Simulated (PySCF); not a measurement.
CH3O2, charge +1, singlet, at a GFN2-xTB geometry, with bond 4-1 at 3.0 times its length; PBE/STO-3G (PySCF).

PySCF was given this input:
```python
from pyscf import gto, scf, dft

mol = gto.Mole()
mol.atom = '''
    O    -1.05434669   -0.40745506   -0.12561844
    C    -0.10444344    0.40406092   -0.04683357
    O     1.11194808    0.18461227    0.15144752
    H    -0.63804962   -3.31586017    0.16148420
    H    -0.37817902    1.46306326   -0.16957957
    H     1.45960960   -0.72776304    0.27386588
'''
mol.basis = 'sto-3g'
mol.charge = 1
mol.verbose = 4
mol.build()

mf = dft.RKS(mol)
mf.xc = 'pbe'
mf.kernel()
mo_i, mo_e, stable_i, stable_e = mf.stability(internal=True, external=True, return_status=True, nroots=6, tol=1e-6)
print('internally stable:', stable_i, ' externally stable:', stable_e)
if not stable_e:
    umf = mf.to_uhf() if not hasattr(mf, 'xc') else mf.to_uks()
    umf.scf_summary = {}
    umf.kernel(umf.make_rdm1(mo_e, umf.mo_occ))
mf.analyze()
```

The log (banner, timings and long lists left out):

```
PySCF version 2.14.0

[INPUT] verbose = 4
[INPUT] num. atoms = 6
[INPUT] num. electrons = 24
[INPUT] charge = 1
[INPUT] spin (= nelec alpha-beta = 2S) = 0
[INPUT] symmetry False subgroup None
[INPUT] Mole.unit = angstrom
[INPUT] Symbol           X                Y                Z      unit          X                Y                Z       unit  Magmom
[...]
nuclear repulsion = 74.0749717024773
number of shells = 12
number of NR pGTOs = 54
number of NR cGTOs = 18
basis = sto-3g
ecp = {}

******** <class 'pyscf.dft.rks.RKS'> ********
method = RKS
initial guess = minao
damping factor = 0
level_shift factor = 0
DIIS = <class 'pyscf.scf.diis.CDIIS'>
diis_start_cycle = 1
diis_space = 8
diis_damp = 0
SCF conv_tol = 1e-09
SCF conv_tol_grad = None
SCF max_cycles = 50
direct_scf = True
direct_scf_tol = 1e-13
XC library pyscf.dft.libxc version 7.1.2
    S. Lehtola, C. Steigemann, M. J. T. Oliveira, and M. A. L. Marques,  SoftwareX 7, 1–5 (2018)
XC functionals = pbe
    J. P. Perdew, K. Burke, and M. Ernzerhof,  Phys. Rev. Lett. 77, 3865 (1996)
    J. P. Perdew, K. Burke, and M. Ernzerhof,  Phys. Rev. Lett. 78, 1396 (1997)
    J. P. Perdew, K. Burke, and M. Ernzerhof,  Phys. Rev. Lett. 77, 3865 (1996)
    J. P. Perdew, K. Burke, and M. Ernzerhof,  Phys. Rev. Lett. 78, 1396 (1997)
radial grids:
    Treutler-Ahlrichs [JCP 102, 346 (1995); DOI:10.1063/1.469408] (M4) radial grids

becke partition: Becke, JCP 88, 2547 (1988); DOI:10.1063/1.454033
pruning grids: <function nwchem_prune>
grids dens level: 3
symmetrized grids: False
atomic radii adjust function: <function treutler_atomic_radii_adjust>
small_rho_cutoff = 0
Set gradient conv threshold to 3.16228e-05
Initial guess from minao.
tot grids = 71712
init E= -187.924854573923
cycle= 1 E= -186.752153926578  delta_E= 1.17  |g|= 0.748  |ddm|= 3.16
cycle= 2 E= -184.414617329102  delta_E= 2.34  |g|= 2.12  |ddm|= 3.92
cycle= 3 E= -184.749420627971  delta_E= -0.335  |g|=  2.3  |ddm|= 3.91
cycle= 4 E= -186.896776895478  delta_E= -2.15  |g|= 0.342  |ddm|= 3.09
cycle= 5 E= -186.132732479422  delta_E= 0.764  |g|= 0.756  |ddm|= 2.89
cycle= 6 E= -186.940022004041  delta_E= -0.807  |g|= 0.221  |ddm|= 2.85
cycle= 7 E= -186.324212124541  delta_E= 0.616  |g|= 0.949  |ddm|= 2.66
cycle= 8 E= -186.090929115515  delta_E= 0.233  |g|= 0.818  |ddm|= 0.696
cycle= 9 E= -186.104675407564  delta_E= -0.0137  |g|= 0.782  |ddm|= 0.0631
cycle= 10 E= -186.131654415485  delta_E= -0.027  |g|= 0.734  |ddm|= 0.0776
[...]
SCF not converged.
<class 'pyscf.dft.rks.RKS'> wavefunction has an internal instability
<class 'pyscf.dft.rks.RKS'> wavefunction has an real -> complex instability
<class 'pyscf.dft.rks.RKS'> wavefunction has an RHF/RKS -> UHF/UKS instability
internally stable: False  externally stable: False
[...]
cycle= 31 E= -186.167121188891  delta_E= -0.0258  |g|= 0.531  |ddm|= 0.0818
cycle= 32 E= -186.186351711341  delta_E= -0.0192  |g|= 0.542  |ddm|= 0.0577
cycle= 33 E= -186.846996228942  delta_E= -0.661  |g|= 0.338  |ddm|= 2.04
cycle= 34 E= -186.884899303785  delta_E= -0.0379  |g|= 0.256  |ddm|= 0.153
cycle= 35 E= -186.081461527708  delta_E= 0.803  |g|= 0.584  |ddm|= 2.06
cycle= 36 E= -186.978940108059  delta_E= -0.897  |g|= 0.167  |ddm|= 1.97
cycle= 37 E= -186.136766898554  delta_E= 0.842  |g|= 0.518  |ddm|= 1.97
cycle= 38 E= -186.106025281727  delta_E= 0.0307  |g|= 0.551  |ddm|= 0.0703
cycle= 39 E= -186.142092139492  delta_E= -0.0361  |g|= 0.511  |ddm|= 0.0899
cycle= 40 E= -186.135917425603  delta_E= 0.00617  |g|= 0.528  |ddm|= 0.153
cycle= 41 E= -186.153002971198  delta_E= -0.0171  |g|= 0.527  |ddm|= 0.0891
cycle= 42 E= -187.000875452003  delta_E= -0.848  |g|= 0.204  |ddm|= 1.91
cycle= 43 E= -186.121455158548  delta_E= 0.879  |g|= 0.545  |ddm|= 1.93
cycle= 44 E= -186.122178890779  delta_E= -0.000724  |g|= 0.541  |ddm|= 0.0264
cycle= 45 E= -186.89005332015  delta_E= -0.768  |g|= 0.249  |ddm|= 2.05
cycle= 46 E= -186.883445012628  delta_E= 0.00661  |g|= 0.265  |ddm|= 0.0272
cycle= 47 E= -186.052570291922  delta_E= 0.831  |g|= 0.608  |ddm|= 2.07
cycle= 48 E= -186.048054147488  delta_E= 0.00452  |g|= 0.613  |ddm|= 0.0735
cycle= 49 E= -186.046004110228  delta_E= 0.00205  |g|= 0.615  |ddm|= 0.0711
cycle= 50 E= -186.079285146624  delta_E= -0.0333  |g|= 0.58  |ddm|= 0.0522
SCF not converged.
SCF energy = -186.079285146624 after 50 cycles  <S^2> = 8.1857493e-05  2S+1 = 1.0001637
**** SCF Summaries ****
Total Energy =                        -186.081835821141567
Nuclear Repulsion Energy =              74.074971702477271
One-electron Energy =                 -386.806166422275624
Two-electron Energy =                  126.649358898656772
Two-electron Coulomb Energy =          149.269876186603057
DFT Exchange-Correlation Energy =      -22.620517287946285
**** MO energy ****
[...]
 ** Mulliken pop on meta-lowdin orthogonal AOs  **
 ** Mulliken pop  **
[...]
 ** Mulliken atomic charges  **
charge of    0O =      1.40038
charge of    1C =      0.12071
charge of    2O =      0.05398
charge of    3H =     -0.99100
charge of    4H =      0.18894
charge of    5H =      0.22700

WARN: System has nonzero charge 1; the dipole moment is origin-dependent.
Location of origin: [0. 0. 0.]

Dipole moment(X, Y, Z, Debye): -2.50455, 13.79183, -1.43998
```

Convergence was not reached.
